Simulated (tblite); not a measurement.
Compound: C7H8OS.
Bonds: C1–C2 (double), C2–C3, C2–C4, C4–C5 (aromatic), C5–C6 (aromatic), C6–C7 (aromatic), C7–O8, C7–S9 (aromatic), C4–S9 (aromatic). Hydrogens: H10, H11 on C1; H12, H13, H14 on C3; H15 on C5; H16 on C6; H17 on O8.

Computed with GFN2-xTB (tblite), gas phase: nudged elastic band of 9 images (0 to 8), spring 0.2 eV/Å², climbing image at the end, force threshold 0.05 eV/Å. The top image wasn't refined or checked by frequencies; at this threshold it can lie a kcal/mol or more above the true saddle point of the method.

The band describes a rotation about C4–C2 (substituted aromatic carbon, fully substituted alkene carbon), followed by the dihedral S9–C4–C2–C3, from the optimised start (179°) to a second optimised geometry at -1°.

**Question.** How does the energy change from image to image?

**Answer.** 
| image | dihedral (°) | E (eV) | C4–C2 (Å) | S9···C3 (Å) | largest true force (eV/Å) |
| --- | --- | --- | --- | --- | --- |
| 0 | 179 | 0.000 | 1.446 | 4.14 | 0.01 |
| 1 | -158 | 0.030 | 1.449 | 4.10 | 0.04 |
| 2 | -135 | 0.101 | 1.457 | 3.99 | 0.05 |
| 3 | -112 | 0.175 | 1.467 | 3.82 | 0.05 |
| 4 | -89 | 0.204 | 1.471 | 3.60 | 0.03 |
| 5 | -66 | 0.162 | 1.466 | 3.37 | 0.05 |
| 6 | -44 | 0.088 | 1.456 | 3.18 | 0.04 |
| 7 | -22 | 0.039 | 1.450 | 3.05 | 0.03 |
| 8 | -1 | 0.027 | 1.448 | 2.99 | 0.01 |

Barriers of this band. The top is image 4 at -89°: 0.204 eV forward and 0.177 eV back; the end lies 0.027 eV above the start. The central bond is 0.025 Å longer at the top than at the start.

**Question.** What rate follows at 298 K for crossing this barrier forward?

**Answer.** Taking the electronic barrier for the free energy of activation (no zero-point or entropy terms, transmission 1), rate = (kT/h)·exp(−ΔE/kT) ≈ 2 × 10^9 s⁻¹, whose inverse is 4 × 10^-10 s. An error of 1 kcal/mol in the barrier changes this by a factor of 5, and the method and the loose band can each miss by that much or more.

**Question.** How would the two end points share their population at 298 K, from these energies alone?

**Answer.** exp(−ΔE/kT) with ΔE = 0.027 eV gives 0.35 for the higher one (end) against 1 for the lower, without vibrational, rotational or degeneracy terms. GFN2-xTB can put conformers this close in the wrong order.

**Question.** How long is the path, and how are the images spaced?

**Answer.** Cartesian distances between aligned neighbours (all atoms, Å): 1.19, 1.18, 1.18, 1.17, 1.17, 1.16, 1.15, 1.13; the sum is 9.33 Å, and the top lies 51 % of the way along.

The cost below is that of the whole band run. Cost: about 11 s of CPU time on one thread; the machine was shared, so the figure is rough.
